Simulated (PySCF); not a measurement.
Ligand exchange on a metal centre used in film growth or etching (Zn Cl-OH). All species are isolated molecules in the gas phase. One relaxed conformer stands for each flexible species; it need not be the lowest.

The HOMO–LUMO gap from two functionals at the same geometries (TPSS-D3(BJ)/def2-SVP), both in PySCF: PBE-D3(BJ)/def2-TZVP and TPSSh-D3(BJ)/def2-TZVP. 

| species | PBE-D3(BJ)/def2-TZVP (eV) |
|---|---|
| 0 of 2 Cl replaced by OH ([Zn(Cl)2]) | 5.04 |
| 1 of 2 Cl replaced by OH ([Zn(Cl)(OH)]) | 4.65 |
| 2 of 2 Cl replaced by OH ([Zn(OH)2]) | 4.72 |

Task: What does TPSSh-D3(BJ)/def2-TZVP give for each?

Result: 
- 0 of 2 Cl replaced by OH ([Zn(Cl)2]): 6.23
- 1 of 2 Cl replaced by OH ([Zn(Cl)(OH)]): 5.90
- 2 of 2 Cl replaced by OH ([Zn(OH)2]): 5.97
Over these rows, drawn at random from the members with no instability flagged (it was tested for open shells, ions and some series alone), PBE minus TPSSh-D3(BJ): mean -1.23 eV, from -1.25 eV to -1.19 eV.
